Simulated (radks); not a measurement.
Question: Cr2+, 22 electrons, occupied as [Ar] 3d4. All-electron calculation, scalar-relativistic Kohn-Sham, r2SCAN, spin-unpolarised, spherical densities, finite nucleus; meta-GGA in the generalised Kohn-Sham scheme; Fermi nuclear charge, rms radius 3.6452 fm; hard spherical wall at 3 bohr. Program: a radial shooting solver on a logarithmic mesh with Libxc functionals. Some entries of the table are withheld. Estimate them.

| orbital | occ. | eigenvalue (eV) | <r> (bohr) | <1/r> (bohr^-1) |
|---|---|---|---|---|
| 1s | 2 | -5920.127 | 0.06356 | 23.88 |
| 2s | 2 | (1) | 0.2924 | 5.069 |
| 2p | 6 | -583.1096 | 0.2597 | (2) |
| 3s | 2 | -94.3057 | 0.9019 | 1.559 |
| 3p | 6 | -64.5084 | 0.9588 | 1.424 |
| 3d | 4 | -18.5567 | 1.105 | 1.140 |
| 4s | 0 | -1.4168 | 1.788 | 0.7749 |
| 4p | 0 | 9.9140 | 1.796 | 0.7869 |
| 4d | 0 | 29.7730 | 1.701 | 0.8494 |

Answer: 
(1) 2s eigenvalue (eV): -692.2543
(2) 2p <1/r> (bohr^-1): 4.954
